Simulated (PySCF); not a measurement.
NICS in isomers of C11H12.

NICS = −σ at a ghost point: NICS(0) at the centroid of the ring atoms, NICS(1) 1 Å to either side along the normal of their mean plane, zz for the tensor component along that normal. Level: GIAO PBE0/pcSseg-1 (PySCF, non-relativistic, gas phase) on the GFN2-xTB geometries, one conformer each. Atom numbers follow the mapped SMILES.

**Question.** Order these rings by mean NICS(1)zz, lowest (most negative) first (ppm).
A. ring C6–C7–C8–C9–C10–C11 in `[CH2:1]=[CH:2]/[CH:3]=[CH:4]/[CH2:5][c:6]1[cH:7][cH:8][cH:9][cH:10][cH:11]1`
B. ring C7–C8–C9–C10–C11 in `[CH2:1]=[CH:2][CH2:3][C@@:4]12[CH:5]=[CH:6][C@H:7]3[CH:8]=[CH:9][C@@H:10]1[C@@H:11]23`
C. ring C3–C4–C5–C6–C7–C8 in `[CH:1]#[C:2][c:3]1[cH:4][cH:5][cH:6][cH:7][c:8]1[CH2:9][CH2:10][CH3:11]`
D. ring C6–C7–C8–C9–C10–C11 in `[CH:1]#[C:2][C@@H:3]1[CH2:4][C@H:5]1[C:6]1=[CH:7][CH2:8][CH:9]=[CH:10][CH2:11]1`
E. ring C3–C4–C5–C6–C7–C8 in `[CH2:1]=[CH:2][c:3]1[cH:4][cH:5][cH:6][c:7]2[c:8]1[C@@H:9]([CH3:10])[CH2:11]2`

**Answer.** A (-28.8), C (-26.8), E (-25.6), B (-9.8), D (2.8).

```json
{"SMILES": "C=C/C=C/Cc1ccccc1", "ring": "6-membered carbocycle; formal bonds all aromatic", "NICS(0)": "-8.6", "NICS(1)": "-11.3", "NICS(1)zz": "-28.8", "HOMA": "1.00", "rms pucker (Å)": "0.00", "ring atoms with four or more neighbours": "0"}
{"SMILES": "C#Cc1ccccc1CCC", "ring": "6-membered carbocycle; formal bonds all aromatic", "NICS(0)": "-8.3", "NICS(1)": "-10.9", "NICS(1)zz": "-26.8", "HOMA": "0.99", "rms pucker (Å)": "0.00", "ring atoms with four or more neighbours": "0"}
{"SMILES": "C=Cc1cccc2c1[C@@H](C)C2", "ring": "6-membered carbocycle; formal bonds all aromatic", "NICS(0)": "-8.2", "NICS(1)": "-10.7", "NICS(1)zz": "-25.6", "HOMA": "0.97", "rms pucker (Å)": "0.00", "ring atoms with four or more neighbours": "0"}
{"SMILES": "C=CC[C@@]12C=C[C@H]3C=C[C@@H]1[C@H]32", "ring": "5-membered carbocycle; formal bonds 1 double, 4 single", "NICS(0)": "-7.9", "NICS(1)": "-6.9", "NICS(1)zz": "-9.8", "HOMA": "–", "rms pucker (Å)": "0.08", "ring atoms with four or more neighbours": "3"}
{"SMILES": "C#C[C@@H]1C[C@H]1C1=CCC=CC1", "ring": "6-membered carbocycle; formal bonds 2 double, 4 single", "NICS(0)": "1.8", "NICS(1)": "-1.0", "NICS(1)zz": "2.8", "HOMA": "–", "rms pucker (Å)": "0.04", "ring atoms with four or more neighbours": "2"}
```

NICS(0) gives the same order. The isotropic NICS(1) gives the same order. HOMA uses Krygowski's 1993 parameters; it is left out where a ring has a four-coordinate atom, a triple bond, no multiple bond or a kind of bond without parameters. NICS(1) and NICS(1)zz are means over the two faces.
